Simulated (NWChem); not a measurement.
System meant: CH₅O cation; SMILES C[OH2+]

Here is an NWChem input.

```
start job
memory heap 200 mb stack 900 mb global 1100 mb
charge 1
geometry units angstroms noautoz
  C     -0.001327     0.799028     0.000000
  O     -0.030951    -0.686792     0.000000
  H     -0.544533     1.099928    -0.902007
  H     -0.544533     1.099928     0.902007
  H      1.041813     1.136781     0.000000
  H      0.324924    -1.117925    -0.802168
  H      0.324924    -1.117925     0.802168
end
basis spherical
  * library def2-svp
end
dft
  xc b3lyp
  iterations 4
  mulliken
end
task dft energy
```

End of the output:

```
    Atom       Charge   Shell Charges
 -----------   ------   -------------------------------------------------------
    1 C    6     5.84   1.96  0.60  0.31  1.80  1.07  0.09
    2 O    8     7.73   1.97  0.82  0.49  2.73  1.71  0.02
    3 H    1     0.93   0.63  0.23  0.07
    4 H    1     0.93   0.63  0.23  0.07
    5 H    1     0.94   0.63  0.24  0.07
    6 H    1     0.82   0.52  0.14  0.16
    7 H    1     0.82   0.52  0.14  0.16

 center of mass
 --------------
 x =  -0.03020005 y =   0.05565601 z =   0.00000000

 moments of inertia (a.u.)
 ------------------
          87.167390698977          -0.000000000000           0.000000000000
          -0.000000000000          17.310611190271           0.000000000000
           0.000000000000           0.000000000000          83.501686415960

     Multipole analysis of the density
     ---------------------------------

     L   x y z        total         alpha         beta         nuclear
     -   - - -        -----         -----         ----         -------
     0   0 0 0      1.000000     -9.000000     -9.000000     19.000000

     1   1 0 0      0.493573      0.246786      0.246786     -0.000000
     1   0 1 0      0.632159      0.316080      0.316080     -0.000000
     1   0 0 1     -0.000000     -0.000000     -0.000000      0.000000

     2   2 0 0     -8.446273     -7.564584     -7.564584      6.682896
     2   1 1 0      1.366663      0.096452      0.096452      1.173760
     2   1 0 1      0.000000      0.000000      0.000000      0.000000
     2   0 2 0     -4.020869    -26.698367    -26.698367     49.375865
     2   0 1 1     -0.000000     -0.000000     -0.000000      0.000000
     2   0 0 2     -6.100936     -8.253830     -8.253830     10.406725

 ------------------------------------------------------------------------
 dft energy failed                                                                                  0
 ------------------------------------------------------------------------
 ------------------------------------------------------------------------
  current input line :
    21: task dft energy
 ------------------------------------------------------------------------
 ------------------------------------------------------------------------
 This type of error is most commonly associated with calculations not reaching convergence criteria
 ------------------------------------------------------------------------
 For more information see the NWChem manual at https://nwchemgit.github.io

0:dft energy failed:Received an Error in Communication
```

### Question
Find the fault in this run and fix the input.

### Answer
Convergence was not reached. Cause: the SCF was allowed too few iterations. This input runs:
```
start job
memory heap 200 mb stack 900 mb global 1100 mb
charge 1
geometry units angstroms noautoz
  C     -0.001327     0.799028     0.000000
  O     -0.030951    -0.686792     0.000000
  H     -0.544533     1.099928    -0.902007
  H     -0.544533     1.099928     0.902007
  H      1.041813     1.136781     0.000000
  H      0.324924    -1.117925    -0.802168
  H      0.324924    -1.117925     0.802168
end
basis spherical
  * library def2-svp
end
dft
  xc b3lyp
  iterations 150
  mulliken
end
task dft energy
```
It converges to -115.93549 Ha (B3LYP/def2-SVP).
